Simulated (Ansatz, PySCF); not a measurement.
Molecule: CH₃Br₂Si (charge 0, doublet). It need not be the lowest isomer of its formula. 
Structure (B3LYP-D3(BJ)/def2-TZVP (Ansatz, a program for electronic structure) minimum search):
```xyz
7

Si    -0.2836    -0.8300     0.0521
C      1.0914    -2.1012    -0.0529
Br     0.0912     0.4976     1.8245
Br    -0.2818     0.3958    -1.8299
H      0.9312    -2.7513    -0.9135
H      1.1119    -2.7020     0.8569
H      2.0497    -1.5898    -0.1649
```
Charge 0, spin multiplicity 2.

Total electronic energies in hartree. Valence correlation only, unless marked. UHF or UKS for open shells. No spin-orbit coupling. Frozen are the shells of the preceding noble gas and the d and f shells that filled before the atom's block. No relativistic terms. Basis-set limits of correlation are two-point, X^-3; Hartree-Fock from the larger set. The bracket is a focal-point correction in the basis named.

```
level                                                              program  energy (Eh)
----------------------------------------------------------  --------------  -----------
HF/6-31G*                                                           Ansatz  -5472.81759
RI-HF/def2-QZVPP                                                    Ansatz  -5473.59463
PBE-D4/def2-TZVPD                                           Ansatz + dftd4  -5476.83949
B97M-V/def2-TZVPD                                                   Ansatz  -5476.80883
B3LYP-D4/def2-TZVPD                                         Ansatz + dftd4  -5477.89780
M06-2X/def2-TZVPD                                                    PySCF  -5477.84417
LC-wPBE/def2-TZVPD                                                  Ansatz  -5476.97858
wB97X-V/def2-TZVPD                                                  Ansatz  -5477.27581
RI-MP2/CBS(def2-TZVPP,def2-QZVPP)+[CCSD(T)-MP2]/def2-TZVPP          Ansatz   -5474.3585
```

Totals of different functionals don't rank their quality; only differences between species are comparable.
